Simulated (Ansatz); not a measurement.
`C[Si](N)([SiH3])Cl`, relaxed with RKS PBE-D4/def2-SVP in Ansatz 0.2.0 from a rough embedded geometry. The force threshold is 0.03 eV/Å; the program also tests the step.

Charge 0, multiplicity 1.

Start:

```xyz
13

C    -0.335    1.096    1.251
Si   -0.344   -0.302    0.145
N     0.332   -1.656    0.954
Si    0.719    0.273   -1.882
Cl   -2.296   -0.829   -0.264
H    -0.901    0.929    2.214
H     0.654    1.436    1.540
H    -0.872    2.007    0.806
H     0.250   -2.450    0.281
H    -0.219   -1.878    1.726
H     0.080    1.463   -2.482
H     2.156    0.717   -1.558
H     0.778   -0.807   -2.730
```

Q: By how much does the energy fall, and how many steps does the optimiser take? (An estimate is asked.)

A: Computed: 61.48 kJ/mol, in 8 steps.

Q: Which bonds change most? (An estimate is asked.)

A: The calculation gave: Si4–H13 from 1.374 to 1.507 Å; C1–Si2 from 1.783 to 1.878 Å; Si2–Cl5 from 2.063 to 2.125 Å; N3–H10 from 0.973 to 1.025 Å.

Q: Give the relaxed structure. (Best estimate.)

A: The calculation gave: 
```xyz
13

C    -0.420    1.163    1.380
Si   -0.403   -0.231    0.121
N     0.328   -1.628    0.850
Si    0.741    0.236   -1.875
Cl   -2.420   -0.529   -0.479
H    -1.000    0.865    2.278
H     0.613    1.415    1.694
H    -0.898    2.067    0.954
H     0.468   -2.461    0.272
H     0.017   -1.905    1.787
H     0.065    1.365   -2.607
H     2.174    0.624   -1.614
H     0.734   -0.982   -2.762
```
